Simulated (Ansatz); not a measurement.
**Reading a saddle point**

A first-order saddle point of C$_{2}$H$_{7}$Ga, closed shell, PBE0-D4/def2-TZVP, with one imaginary mode of 1287i cm⁻¹:

Ga1  (-0.368, -0.159, 0.133)
H2  (0.137, -1.280, -1.254)
C3  (-1.071, 0.799, -1.306)
H4  (0.032, -0.368, -1.619)
C5  (0.888, -0.252, 1.624)
H6  (-1.332, 1.857, -1.313)
H7  (-1.689, 0.213, -1.986)
H8  (0.678, -1.119, 2.251)
H9  (1.904, -0.343, 1.234)
H10  (0.821, 0.650, 2.235)
(Å)

Computed with Ansatz 0.2.0 (basis: def2-TZVPP and def2-QZVPP); correlated methods freeze the cores. Filled d shells of the heavier atoms are correlated. The def2 sets are not built for correlating such inner shells, so the correlated values are less sure here. Extrapolation: Hartree–Fock as exp(−7.88 √X), correlation as X^−2.97.

Q: Which contacts change along the imaginary mode, and what lies on either side? (A judgement: the text doesn't fix the answer.)

A: By the calculation: The step is C₂H₇Ga ([CH3][GaH][CH3]) → C₂H₅Ga ([CH2][Ga][CH3]) + H₂, with the molecules in contact on both sides. Shortening one way: H2–H4; lengthening the same way: Ga1–H2, C3–H4.
| pair | one side (Å) | saddle (Å) | other side (Å) |
| --- | --- | --- | --- |
| H2–H4 | 3.31 | 0.99 | 0.76 |
| Ga1–H2 | 1.58 | 1.85 | 2.44 |
| C3–H4 | 1.09 | 1.64 | 3.01 |

Q: Which side is lower, and how far does the saddle lie above each? (To be estimated.)

A: The calculation gives: The side with Ga1–H2, C3–H4 short is lower by 2.448 eV; the saddle lies 3.182 eV above it and 0.733 eV above the other (CCSD(T) at an estimated basis limit (MP2 extrapolated from triple and quadruple zeta, plus CCSD(T) − MP2 in triple zeta); electronic energies).

The T1 diagnostic stays at or below 0.015. The restricted Hartree–Fock reference is unstable towards an unrestricted one at one or more of these structures.

Labels in which every atom is bracketed show which atoms are joined, not bond orders.

For scale, one of the runs: CCSD(T)/def2-TZVPP, 208 basis functions, launched by `ansatz run in.yaml --threads 4 --pin off --events-out ev --progress --plain --max-ram 9574MiB`. Hardware: 4 CPU threads of an Arm Neoverse V2, shared host. Wall time 44 s; peak host memory 2.8 GiB.
